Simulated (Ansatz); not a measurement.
Species: YI2 (charge 0, doublet). The spin state was set by rule; other spins were not relaxed. SMILES: [I][Y][I]
Geometry: optimised at B3LYP-D3(BJ)/def2-TZVP (Ansatz, a quantum-chemistry and plane-wave program).

Parts of the frozen-core correlation energy in def2-TZVPP (Ansatz, hartree). Frozen orbitals: 22; correlated occupied orbitals by spin: 9 and 8; virtual: 125 and 126. UHF or UKS for open shells. No spin-orbit coupling. In def2 rows, elements after Kr have scalar-relativistic effective core potentials.

```tsv
term	value
reference (HF)	-631.37270
MP2 opposite-spin	[?]
MP2 same-spin	[?]
CCSD correlation	-0.34011
(T)	[?]
T1 diagnostic	0.018
largest doubles amplitude	0.022
<S^2> of the reference	0.753
```

Question: Fill in the missing entries.

Answer: 
- MP2 opposite-spin, value: -0.23072
- MP2 same-spin, value: -0.08048
- (T), value: -0.01604
